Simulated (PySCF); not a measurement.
# Sr: ionisation energy

Sr [Kr] 5s2 (1S) → Sr⁺ [Kr] 5s1 (2S), as a difference of total energies. Calculation: PySCF 2.14, in aug-cc-pVDZ-X2C (7s6p4d, 45 functions); scalar relativity by spin-free X2C-1e. Correlated levels: valence: [Kr] frozen. The calculations carry no spin-orbit coupling.

**Question.** Order these methods by the ionisation energy they give, lowest first.
A. SCS-MP2 (valence)
B. UHF
C. CCSD (valence)
D. B3LYP

**Answer.** B (4.752 eV), A (5.276 eV), C (5.437 eV), D (5.795 eV).

Errors of the correlated levels include the incompleteness of this basis and the frozen core.

With two correlated electrons CCSD is exact in that space.

For comparison: 5.695 eV (measured; NIST Atomic Spectra Database, ionization energies).
